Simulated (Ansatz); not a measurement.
Ansatz (a quantum-chemistry and plane-wave program) input (CCSD(T)/cc-pVTZ):

Ansatz 0.2 input:
```yaml
crystal:
  periodic: [false, false, false]
  atoms:
    - {symbol: C, position_ang: [2.05138966, -1.21546272, -0.33073949]}
    - {symbol: C, position_ang: [1.73696216, 0.11493678, 0.28849803]}
    - {symbol: C, position_ang: [0.46805525, 0.65845792, 0.47603676]}
    - {symbol: C, position_ang: [-0.83239356, 0.30600869, 0.12624755]}
    - {symbol: C, position_ang: [-1.96414939, 1.25240776, 0.38496655]}
    - {symbol: C, position_ang: [-1.22434257, -0.85620951, -0.73609525]}
    - {symbol: H, position_ang: [1.69948151, -1.31816083, -1.36985024]}
    - {symbol: H, position_ang: [3.13588724, -1.37738922, -0.35804507]}
    - {symbol: H, position_ang: [1.62348854, -2.08680524, 0.20645389]}
    - {symbol: H, position_ang: [2.55590034, 0.59684171, 0.81304403]}
    - {symbol: H, position_ang: [0.50266030, 1.59952960, 1.03419412]}
    - {symbol: H, position_ang: [-2.38980866, 1.70404229, -0.54044256]}
    - {symbol: H, position_ang: [-2.82960826, 0.76938054, 0.87904765]}
    - {symbol: H, position_ang: [-1.65317999, 2.08478047, 1.02509324]}
    - {symbol: H, position_ang: [-1.54143622, -0.55112189, -1.75817984]}
    - {symbol: H, position_ang: [-0.42175866, -1.58130854, -0.85938186]}
    - {symbol: H, position_ang: [-2.09475536, -1.40062229, -0.32541816]}
basis:
  gaussian:
    orbitals: cc-pVTZ
total_charge: -1
magnetization: {spin_polarized: false}
correlation: {method: ccsd_t, electrons: outside_noble_gas}
```

End of the output:

```
reference -6356.37578076 eV, -233.5925014366 hartree; 18, 18 occupied and 310, 310 virtual orbitals, 1878 factors
second order -28.82397807 eV of doubles, -0.00000000 eV of singles
coupled cluster: 20.89 GiB planned
cycle   1  -29.36632330 eV  change   -5.4e-1 eV  update   1.2e-1
cycle   2  -30.08093928 eV  change   -7.1e-1 eV  update   3.4e-2
cycle   3  -30.23006344 eV  change   -1.5e-1 eV  update   1.7e-2
cycle   4  -30.22119085 eV  change    8.9e-3 eV  update   4.4e-3
cycle   5  -30.22057071 eV  change    6.2e-4 eV  update   2.3e-3
cycle   6  -30.22078667 eV  change   -2.2e-4 eV  update   7.4e-4
cycle   7  -30.22042981 eV  change    3.6e-4 eV  update   3.2e-4
cycle   8  -30.22034040 eV  change    8.9e-5 eV  update   1.1e-4
cycle   9  -30.22036948 eV  change   -2.9e-5 eV  update   5.3e-5
cycle  10  -30.22034916 eV  change    2.0e-5 eV  update   2.9e-5
perturbative correction -1.36968822 eV, -0.0503351137 hartree
Total energy: -6387.96581814 eV, -234.7534138978 hartree
```

It need not be the lowest isomer of its formula. Whether it binds its extra electron was not tested at this geometry.
